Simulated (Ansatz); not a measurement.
```yaml
crystal:
  periodic: [false, false, false]
  atoms:
    - {symbol: S, position_ang: [-0.859218, -1.156433, 0.560838]}
    - {symbol: C, position_ang: [-0.054204, -0.674779, 0.037488]}
    - {symbol: Sb, position_ang: [0.538443, 0.689304, 0.258460]}
    - {symbol: H, position_ang: [0.238016, -1.065723, -0.454882]}
    - {symbol: H, position_ang: [0.561856, 0.947455, -0.861960]}
    - {symbol: H, position_ang: [-0.528667, 1.215375, 0.367050]}
basis:
  gaussian: {orbitals: STO-3G}
hamiltonian: {xc: {name: HF}}
output: {forces: true}
```

```sh
$ ansatz run in.yaml --threads 2 --pin off --events-out ev --progress --plain --max-ram 4352MiB
```

Output, abridged:

```
Functional definition: HF
486 factors; integrals over basis functions are off by at most 5.0e-5 eV
mean field evaluation 1: about -181823.1135 eV, gradient 1.4e1 eV
mean field evaluation 2: about -181823.2117 eV, gradient 1.4e1 eV
mean field evaluation 4: about -181823.9578 eV, gradient 9.2e-1 eV
mean field evaluation 8: about -181823.9656 eV, gradient 2.1e-2 eV
mean field -181823.96557340 eV, -6681.9074901120 hartree, gradient 7.4e-5 eV, S^2 0.000000; 0 other end points of the search recorded, 0 dependent functions left out
reference -181823.96557340 eV, -6681.9074901120 hartree; 38, 38 occupied and 6, 6 virtual orbitals, 486 factors
Total energy: -181823.96557340 eV, -6681.9074901120 hartree
Atom 0 at    -0.859218    -1.156433     0.560838 Å, force   -93.552114   -57.023408    59.682793 eV/Å
Atom 1 at    -0.054204    -0.674779     0.037488 Å, force    51.723142    46.500662   -23.200684 eV/Å
Atom 2 at     0.538443     0.689304     0.258460 Å, force    35.791715    19.477247    27.218460 eV/Å
Atom 3 at     0.238016    -1.065723    -0.454882 Å, force    24.679493   -27.929961   -39.422951 eV/Å
Atom 4 at     0.561856     0.947455    -0.861960 Å, force     2.309329     7.423971   -27.756476 eV/Å
Atom 5 at    -0.528667     1.215375     0.367050 Å, force   -20.951565    11.551488     3.478857 eV/Å
Dipole moment:    -0.149541    -0.129542    -0.102325 e Å
```

(1) Something in this input is off. What?

Results:

(1) The geometry is squeezed to about two thirds of its size. Self-consistency was reached. The result belongs to that input, not to the molecule as meant.
